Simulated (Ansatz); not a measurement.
Ansatz (a quantum-chemistry and plane-wave program) input file for Cl4Ge, SMILES [Cl][Ge-]([Cl])([Cl])[Cl] (connectivity only; charge and spin as stated), charge -1, multiplicity 2, CAM-B3LYP/def2-TZVPD. Geometry: PBE0-D3(BJ)/def2-SVPD.

Ansatz 0.2 input:
```yaml
crystal:
  periodic: [false, false, false]
  atoms:
    - {symbol: Ge, position_ang: [0.00000000, 0.00000000, 0.21164150]}
    - {symbol: Cl, position_ang: [0.00000000, 2.23945106, 1.01826298]}
    - {symbol: Cl, position_ang: [-1.74533041, 0.00000000, -1.21745497]}
    - {symbol: Cl, position_ang: [0.00000000, -2.23945106, 1.01826298]}
    - {symbol: Cl, position_ang: [1.74533041, 0.00000000, -1.21745497]}
basis:
  gaussian:
    orbitals: def2-TZVPD
hamiltonian:
  xc: {name: CAM-B3LYP}
total_charge: -1
magnetization: {spin_polarized: true, initial_magnetization: 1}
```

Program output:

```
WARN ansatz: RAYON_NUM_THREADS=2 ignored (pool sized by the plan → 2); use --threads N
Functional definition: CAM-B3LYP
integrals: 0.37 GiB planned
1598 factors; their error is unknown
integrals: 0.40 GiB planned
368 factors; integrals over basis functions are off by at most 4.5e-5 eV
mean field: 4.05 GiB planned
mean field evaluation 1: about -106619.5293 eV, gradient 2.2e1 eV
mean field evaluation 2: about -106618.4687 eV, gradient 3.1e1 eV
mean field evaluation 4: about -106621.6597 eV, gradient 5.9e-1 eV
mean field evaluation 8: about -106621.9194 eV, gradient 9.6e-2 eV
mean field evaluation 16: about -106621.9196 eV, gradient 4.6e-5 eV
mean field -106621.91958023 eV, -3918.2832736405 hartree, gradient 4.6e-5 eV, S^2 0.756545; 0 other end points of the search recorded, 0 dependent functions left out
reference -106621.91971794 eV, -3918.2832787013 hartree; 51, 50 occupied and 187, 188 virtual orbitals, 1598 factors
Total energy: -106621.91971794 eV, -3918.2832787013 hartree
```

Self-consistency was reached.
